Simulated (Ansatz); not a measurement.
FH₅SiSn (`F[SiH2][SnH3]`), relaxed with RKS PBE0-D4/def2-TZVP in Ansatz from a PBE-D4/def2-SVP geometry. The force threshold is 0.005 eV/Å; the program also tests the step.

The species carries charge 0 and has multiplicity 1. Sn takes the def2 core potential.

Start:

```xyz
8

F    -1.527    1.651    0.834
Si   -1.109    0.601   -0.364
Sn    1.074   -0.605    0.313
H    -2.246   -0.370   -0.547
H    -0.938    1.390   -1.634
H     2.356    0.533    0.526
H     0.853   -1.471    1.791
H     1.536   -1.729   -0.918
```

| step | energy (eV) | largest force (eV/Å) | largest move (Å) |
| --- | --- | --- | --- |
| 1 | -16504.1703 | 1.054 | 0.000 |
| 2 | -16504.1973 | 0.750 | 0.059 |
| 3 | -16504.2095 | 0.308 | 0.046 |
| 4 | -16504.2116 | 0.200 | 0.034 |
| 5 | -16504.2128 | 0.007 | 0.012 |
| 6 | -16504.2128 | 0.002 | 0.002 |

End:

```xyz
8

F    -1.521    1.630    0.801
Si   -1.102    0.599   -0.358
Sn    1.067   -0.598    0.317
H    -2.223   -0.360   -0.536
H    -0.930    1.377   -1.612
H     2.340    0.519    0.524
H     0.857   -1.464    1.772
H     1.513   -1.702   -0.908
```

Run time 23 s (2 threads of an Arm Neoverse V1 on a shared host); peak host memory 0.32 GiB.
